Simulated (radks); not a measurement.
Species: Ar. Configuration: [Ar].

All-electron calculation, non-relativistic Kohn-Sham, LDA (Slater exchange, Perdew-Wang correlation), spin-unpolarised, spherical densities, point nucleus. Program: a radial shooting solver on a logarithmic mesh with Libxc functionals.

Energy parts (hartree):
part                       energy
total                  -525.93979
kinetic                 524.96722
electron-nucleus      -1253.12457
Hartree                 231.45294
exchange-correlation    -29.23538

Orbitals (lengths in bohr, moments of r in powers of bohr; <r^-3> diverges for s and p1/2; r(90%) holds 90 % of the orbital's charge):
orbital  occ.  eigenvalue (hartree)  <r^-3>    <r^2>  r(90%)   <1/r>
1s          2             -113.8001       -  0.01003   0.154   17.50
2s          2             -10.79401       -   0.2073   0.653   3.512
2p          6              -8.44328   124.5   0.1778   0.627   3.439
3s          2              -0.88325       -    2.333    2.15  0.9862
3p          6              -0.38222   10.10    3.355    2.65  0.8303

The highest occupied level is 3p at -10.401 eV. Summed over all electrons, <r^2> = 26.30 bohr^2, which gives a Langevin (diamagnetic) susceptibility term of -20.8 x 10^-6 cm^3/mol. The density falls to 0.001 e/bohr^3 at r = 3.75 bohr.
